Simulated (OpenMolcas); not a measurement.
Co5+, Rh5+, Ir5+: d4 down the group

```
Program             : OpenMolcas
Method              : MS-CASPT2, IPEA 0.25 Eh, imaginary shift 0.1 Eh
Basis               : ANO-RCC-VTZP
Scalar Hamiltonian  : DKH2, point nucleus
Spin-orbit coupling : RASSI with atomic mean-field integrals over the reference wave functions, term energies averaged over their components
```

Active space for each ion: 4 electrons in 5 orbitals (d); closed shells correlated by CASPT2: Co5+ 3s 3p; Rh5+ 4s 4p; Ir5+ 5s 5p.

Computed levels in cm-1 above 5D0:

| Level | Co5+ | Rh5+ | Ir5+ |
| --- | --- | --- | --- |
| 5D1 | 221 | 688 | 6100 |
| 5D2 | 645 | 1782 | 11030 |
| 5D3 | 1242 | 3100 | 14610 |
| 5D4 | 1985 | 4550 | 16600 |
| 3H4 | 29940 | 20170 | 25300 |
| 3P1(1) | 30090 | 21680 | 31070 |
| 3H5 | 30450 | 21820 | 31450 |
| 3H6 | 30980 | 23090 | 34190 |
| 3F2(1) | 32350 | 23360 | 30070 |
| weight of 5D in the lowest level (%) | 100 | 96 | 59 |

Mixed levels, with the weight of the term that names them: Ir5+ 5D0 (59 %), Ir5+ 5D4 (59 %), Ir5+ 3H4 (54 %), Ir5+ 3P1(1) (73 %), Ir5+ 3H6 (71 %), Ir5+ 3F2(1) (61 %).

Measured, with the error of the calculation in %. Measured levels: Co5+ from Sugar and Corliss, J. Phys. Chem. Ref. Data 10, 1097 (1981).

```csv
Level,Co5+
5D1,204 (+8.5)
5D2,589 (+9.4)
5D3,1125 (+10.4)
5D4,1782 (+11.4)
3H4,28377 (+5.5)
3P1(1),28462 (+5.7)
3H5,28806 (+5.7)
3H6,29234 (+6.0)
3F2(1),30555 (+5.9)
```

The fine-structure level 5D4 changes by a factor of 8.36 from Co5+ to Ir5+.

Without spin-orbit coupling 3H lies 29380, 19310, 17520 cm-1 above 5D in that order; the difference to the level 3H4, of either sign, comes from spin-orbit coupling, which also lowers the zero.

CASPT2 breaks the degeneracy within a term, and the mean is taken; among the terms shown or strongly mixed into the levels shown the widest spread is 1100 cm-1 (5d4 1I, Ir5+). Terms from blocks run as CI alone lack orbitals of their own. The CASPT2 spread within a term exceeds the gap to the next term for 5d4 3D and 5d4 1I, so the order of their levels is uncertain (holds for Ir5+). Measured partners are found by configuration, term and J. A level has none where our copy of the source lacks it or the pairing is in doubt (some pairs that miss far off the trend of their configuration count as doubtful), and it then counts in no deviation. Only configurations of the active space appear.

A number in round brackets counts repeated terms of one configuration in the order of the reference energies.
